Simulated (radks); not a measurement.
The numbers below are computed, except where a source is named.
Spherical quantum dot in the effective-mass picture: electrons in a parabolic well V = omega^2 r^2 / 2 with omega = 2.16, with a point charge +1 (a donor) at the centre, all in effective atomic units (hartree* = m*/eps^2 hartree, bohr* = eps/m* bohr), one dielectric constant everywhere. Level of theory: non-relativistic Kohn-Sham, LDA (Slater exchange, Perdew-Wang correlation), spin-polarised, spherical densities (a radial shooting solver with Libxc functionals). Levels are named by radial order and angular momentum (1s, 1p, 1d, 2s, ...), and open shells are averaged over m. Results are scaled to m* = 0.091 and eps = 7.4, for which hartree* = 45.22 meV and bohr* = 4.303 nm.

N = 12, configuration 1s2 1p6 1d(up 2, down 0) 2s2. This is the lowest configuration that the search found. Occupied and some empty levels:

level    occupation  eigenvalue (meV)  <r> (nm)
1s up             1            505.20     3.699
1s down           1            507.30     3.671
1p up             3            581.63     5.114
1p down           3            584.76     5.104
2s up             1            648.26     5.287
2s down           1            650.59     5.307
1d up             2            654.44     6.002
1d down           0            657.81     6.006
1f up             0            730.56     6.712
1f down           0            733.82     6.724
2p up             0            739.85     6.130
2p down           0            742.00     6.140
1g up             0            810.01     7.327
1g down           0            812.98     7.343

Energy (meV): total 4756.15, kinetic 1229.9, external 1410.8, Hartree 2476.1, exchange-correlation -360.62.
